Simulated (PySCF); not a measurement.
chlorobenzene (C6H5Cl), SMILES Clc1ccccc1.

Geometry optimised at PBE0-D3(BJ)/def2-SVP.

These are PBE/def2-TZVP in PySCF values and carry that method's errors.

The molecule is in vacuum.

```yaml
total_energy: -691.45458 hartree
point_group: C2v
highest_occupied_level: -6.10 eV
lowest_empty_level: -1.49 eV
orbital_gap: 4.61 eV
dipole_moment: 1.55 D
quadrupole, principal values (traceless, Buckingham form, about the centre of nuclear charge): -6.88, 1.07, 5.80 D·Å
mean_static_polarisability: 80.1 bohr³ (11.87 Å³)
polarisability_principal_values: 45.0, 85.1, 110.1 bohr³
```
